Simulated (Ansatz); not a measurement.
Born–Oppenheimer molecular dynamics of BClH$_{3}$NO (7 atoms, charge 0, multiplicity 1). It starts from a relaxed structure.

Computed with RKS PBE0-D4/6-31G in Ansatz 0.2.0.

* ensemble: NVT, Langevin thermostat
* time step: 0.5 fs
* steps asked: 300
* set temperature: 300 K
* friction: 0.01 /fs
* seed: 548026

First frame:

```xyz
7
Properties=species:S:1:pos:R:3
B 0.077 -0.097 -0.100
Cl -0.107 0.544 1.613
N 1.310 0.016 -0.736
H 1.437 -0.327 -1.675
H 2.115 0.437 -0.304
O -0.997 -0.678 -0.731
H -1.841 -0.741 -0.263
```

How far do the bonds stretch over the last three quarters of this one trajectory? (Pairs bonded in most of those frames.)


```json
{"bond": "B1–Cl2", "mean (Å)": "1.844", "spread (Å)": "0.049", "shortest": "1.76", "longest": "1.95"}
{"bond": "B1–N3", "mean (Å)": "1.398", "spread (Å)": "0.017", "shortest": "1.36", "longest": "1.43"}
{"bond": "B1–O6", "mean (Å)": "1.375", "spread (Å)": "0.023", "shortest": "1.33", "longest": "1.41"}
{"bond": "N3–H4", "mean (Å)": "1.009", "spread (Å)": "0.013", "shortest": "0.98", "longest": "1.04"}
{"bond": "N3–H5", "mean (Å)": "1.008", "spread (Å)": "0.013", "shortest": "0.98", "longest": "1.03"}
{"bond": "O6–H7", "mean (Å)": "0.969", "spread (Å)": "0.015", "shortest": "0.94", "longest": "1.00"}
```

Mean temperature of the second half: 268 K. The mean temperature of the second half is 11 % below the set value. A run of 0.15 ps of so small a system gives no equilibrium averages. Limits of this set-up: no polarisation functions.

Time of the run: 7.3 min on 1 thread of Arm Neoverse V2 (shared host), peak memory 0.1 GiB.
